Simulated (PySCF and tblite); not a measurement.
The numbers below are computed, except where a source is named.
**Conformers and averaged properties: C5H3FO2S, numbered as in [CH2:1]=[CH:2][c:3]1[s:4][c:5](=[O:6])[o:7][c:8]1[F:9]**

Level: B3LYP-D3(BJ)/pcSseg-1 (IEF-PCM, cyclohexane)//GFN2-xTB, thermal terms from GFN2-xTB, symmetry numbers and mirror pairs counted. Conformers within 3 kcal/mol (GFN2-xTB free energy) were kept, 10 at most. GIAO shieldings: B3LYP/pcSseg-1 (IEF-PCM, cyclohexane). Shifts are against TMS (¹H), TMS (¹³C) at the same level; of two unlike H on one atom, a is the less shielded. Codes: tblite and PySCF.

Torsions listed: C1–C2–C3–S4.

| conformer | shape | symmetry | E(GFN2) kcal/mol | E(DFT) kcal/mol | G(298.15 K) kcal/mol | weight % | dipole D |
| --- | --- | --- | --- | --- | --- | --- | --- |
| 1 | 0° | Cs | 0.00 | 0.00 | 0.00 | 98.7 | 3.95 |
| 2 | 178° | Cs | 1.08 | 2.47 | 2.57 | 1.3 | 4.10 |

Weights (%) against temperature:

```json
{"T (K)": "220", "1": "99.7", "2": "0.3", "S(mix) cal/mol/K": "0.04"}
{"T (K)": "260", "1": "99.3", "2": "0.7", "S(mix) cal/mol/K": "0.08"}
{"T (K)": "298.15", "1": "98.7", "2": "1.3", "S(mix) cal/mol/K": "0.14"}
{"T (K)": "340", "1": "97.8", "2": "2.2", "S(mix) cal/mol/K": "0.21"}
{"T (K)": "380", "1": "96.9", "2": "3.1", "S(mix) cal/mol/K": "0.28"}
```

Averaged shifts at 298.15 K. ¹H: 6.83 (H2, 1H), 5.56 (H1a, 1H), 5.42 (H1b, 1H) ppm. ¹³C: 168.2 (C5), 157.3 (C8), 129.6 (C2), 123.3 (C1), 110.2 (C3) ppm.

Coordinates of conformer 1 (Å):

```xyz
12

C    -2.233    0.828    0.027
C    -1.435   -0.221    0.185
C     0.004   -0.145    0.157
S     0.929    1.336   -0.091
C     2.464    0.430    0.038
O     3.550    0.901   -0.049
O     2.202   -0.874    0.251
C     0.882   -1.154    0.310
F     0.601   -2.430    0.518
H    -1.833    1.815   -0.134
H    -3.303    0.729    0.054
H    -1.828   -1.216    0.347
```

Coordinates of conformer 2 (Å):

```xyz
12

C    -2.313    0.255    0.015
C    -1.175    0.910    0.214
C     0.138    0.306    0.215
S     1.601    1.268    0.431
C     2.622   -0.191    0.298
O     3.807   -0.214    0.364
O     1.836   -1.267    0.112
C     0.516   -0.978    0.070
F    -0.257   -2.037   -0.111
H    -2.347   -0.805   -0.166
H    -3.255    0.774    0.028
H    -1.171    1.976    0.391
```

Shifts are unscaled: against experiment ¹³C can be off by 15 ppm or more and ¹H by 0.8 ppm.

Search and properties took 82 s on 1 thread of Arm Neoverse N1 (shared host) (rough), launched as `OMP_NUM_THREADS=1 python ens_run.py task.json out`.


Conformer gaps in pcSseg-1 on xTB geometries can be 2 kcal/mol off for S=O, P=O and other polar bonds.